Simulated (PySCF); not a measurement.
A GIAO shielding run with PySCF 2.14 (density fitting, non-relativistic, gas phase) on `InChI=1S/C5H9Cl2FSi/c1-2-9-4(3-8)5(6)7/h2,4-5H,1,3,9H2/t4-/m0/s1`:

```
$ OMP_NUM_THREADS=1 python probes_run.py task.json out

{"job": {"kind": "nmr", "xc": "PBE0", "basis": "pcSseg-1"}, "charge": 0, "multiplicity": 1}
C      2.970132     0.499950    -0.018329
C      1.949516     0.174281     0.760120
Si     0.598784    -1.056583     0.308682
C     -1.055887    -0.056317     0.324127
C     -0.856073     1.319793    -0.291078
F     -0.277704     1.193172    -1.533906
C     -2.117814    -0.800060    -0.445146
Cl    -2.206464    -2.490389     0.074902
Cl    -3.736121    -0.061280    -0.234224
H      3.093092     0.068735    -0.997632
H      3.724171     1.212103     0.281098
H      1.884526     0.641820     1.737484
H      0.510388    -2.087214     1.344130
H      0.789656    -1.611188    -1.028550
H     -1.394428     0.083158     1.352715
H     -0.171821     1.924805     0.309660
H     -1.800567     1.854383    -0.438741
H     -1.912146    -0.802852    -1.516970
```

Hardware: 1 thread of an Arm Neoverse V1, shared host. The job also computes population analyses, field gradients.

Task: How large is the calculation?

Result: 96 electrons, 219 basis functions and 1205 auxiliary functions.

Task: How long does it take, and how much memory does it need?

Result: 60 s of wall time, with 14 SCF cycles and 5 response iterations; peak memory 1.1 GiB. Times on a shared host scatter by some tens of per cent.
